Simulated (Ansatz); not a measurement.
C2H6S, charge +1, doublet, at a GFN2-xTB geometry (a state made from the parent by changing its charge; the spin is typed, not shown lowest); R2SCAN/6-31G** (Ansatz, a first-principles code).

Input for Ansatz:
Ansatz 0.2 input:
```yaml
crystal:
  periodic: [false, false, false]
  atoms:
    - {symbol: C, position_ang: [-1.43904182, 0.84595927, -0.02512524]}
    - {symbol: C, position_ang: [-0.62941912, -0.39779366, -0.25262934]}
    - {symbol: S, position_ang: [1.12093642, -0.32276953, 0.12537437]}
    - {symbol: H, position_ang: [-2.47668716, 0.65734324, -0.29457637]}
    - {symbol: H, position_ang: [-1.08365230, 1.68105082, -0.62984764]}
    - {symbol: H, position_ang: [-1.41735694, 1.16234491, 1.01832992]}
    - {symbol: H, position_ang: [-1.02183050, -1.25009889, 0.32381392]}
    - {symbol: H, position_ang: [-0.69358380, -0.73987672, -1.29740673]}
    - {symbol: H, position_ang: [1.16889363, 0.96455548, 0.54022447]}
basis:
  gaussian:
    orbitals: 6-31G__.json
hamiltonian:
  xc: r2scan
total_charge: 1
magnetization: {spin_polarized: true, initial_magnetization: 1}
```
The basis file holds 6-31G** in the JSON format of the Basis Set Exchange.

Q: What does Ansatz print? Leave out banner, timings and long lists.

A: 
```
Functional definition: r2SCAN
876 factors; their error is unknown
mean field evaluation 1: about -12983.8153 eV, gradient 4.9e1 eV
mean field evaluation 2: about -12942.7716 eV, gradient 9.0e1 eV
mean field evaluation 4: about -12995.4866 eV, gradient 6.8e0 eV
mean field evaluation 8: about -12995.7899 eV, gradient 1.9e-1 eV
mean field evaluation 16: about -12995.7307 eV, gradient 2.2e-3 eV
mean field -12995.73069630 eV, -477.5842942663 hartree, gradient 8.1e-5 eV, S^2 0.755048; 0 other end points of the search recorded, 0 dependent functions left out
reference -12995.73070386 eV, -477.5842945440 hartree; 17, 16 occupied and 62, 63 virtual orbitals, 876 factors
Total energy: -12995.73070386 eV, -477.5842945440 hartree
```
